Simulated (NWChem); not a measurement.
# Relativistic effects in ISn

```
Sn
I 1 2.7569
```
Charge 0, spin multiplicity 2.

The numbers come from NWChem runs, not from measurements. All single points use one geometry, from UPBE/def2-SVP with def2 effective core potentials on Sn, I, a minimum by its harmonic frequencies.

Functional PBE, all-electron basis x2c-SVPall-2c, contracted for the X2C Hamiltonian and used here with ZORA. The ion keeps the geometry and has multiplicity 1 in the scalar run; the spin-orbit run starts from the same electron counts.

The cost column gives rough processor time relative to scalar ZORA; each entry includes its own SCF.

The spin multiplicity of the parent species was assumed, not shown to be that of its ground state. The structure started from a generated list of species. No SCF solution was tested for a lower state.

| Hamiltonian | ΔSCF ionisation energy (eV) | relative cost |
|---|---|---|
| scalar ZORA | 6.79 | 1 |
| spin-orbit ZORA | 6.92 | under 3 |

From scalar ZORA to spin-orbit ZORA the ionisation energy goes up by 0.14 eV.
